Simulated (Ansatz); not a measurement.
The inner images of a band of BH$_{3}$OSSi (7 atoms, charge 0, multiplicity 1) are given out of order.

Computed with RKS PBE/def2-SVP (Ansatz 0.2.0).

Image 0:

```xyz
7
Properties=species:S:1:pos:R:3
B -1.092 0.083 -0.687
O 0.181 0.532 -0.983
Si 0.855 -0.069 0.491
S -1.127 -0.778 0.966
H -2.051 0.236 -1.411
H 1.394 1.040 1.343
H 1.901 -1.112 0.236
```

Image 6:

```xyz
7
Properties=species:S:1:pos:R:3
B -0.747 0.073 -0.653
O 0.087 1.076 -0.814
Si 1.521 0.690 0.293
S -0.181 -1.048 0.864
H -1.728 -0.223 -1.303
H 0.936 1.463 1.503
H 0.173 -2.099 0.065
```

**Question.** Put them in order from the first end to the last, with their energies above the first end.
A.
```xyz
7
Properties=species:S:1:pos:R:3
B -0.982 0.026 -0.646
O 0.167 0.769 -0.941
Si 1.076 0.143 0.357
S -0.843 -0.956 0.893
H -1.969 0.049 -1.340
H 1.394 1.234 1.332
H 1.219 -1.334 0.299
```
B.
```xyz
7
Properties=species:S:1:pos:R:3
B -0.949 0.010 -0.628
O 0.140 0.775 -0.928
Si 1.338 0.235 0.213
S -0.710 -1.075 0.870
H -1.982 0.032 -1.265
H 1.323 1.275 1.315
H 0.900 -1.320 0.377
```
C.
```xyz
7
Properties=species:S:1:pos:R:3
B -1.037 0.064 -0.669
O 0.167 0.715 -0.932
Si 0.900 0.045 0.467
S -1.006 -0.856 0.932
H -1.987 0.083 -1.410
H 1.456 1.137 1.335
H 1.568 -1.256 0.231
```
D.
```xyz
7
Properties=species:S:1:pos:R:3
B -0.858 -0.002 -0.619
O 0.200 0.762 -0.924
Si 1.540 0.470 0.202
S -0.607 -1.281 0.755
H -1.955 0.113 -1.125
H 1.047 1.425 1.312
H 0.695 -1.556 0.353
```
E.
```xyz
7
Properties=species:S:1:pos:R:3
B -0.799 0.041 -0.652
O 0.187 0.870 -0.919
Si 1.507 0.553 0.325
S -0.359 -1.143 0.860
H -1.895 -0.003 -1.169
H 0.923 1.523 1.375
H 0.497 -1.910 0.134
```

**Answer.** C (+6.9 kcal/mol), A (+33.0 kcal/mol), B (+50.2 kcal/mol), D (+46.0 kcal/mol), E (+42.7 kcal/mol).

Run time: 2.7 min on 1 thread of Arm Neoverse V2 (shared host), peak memory 0.14 GiB.
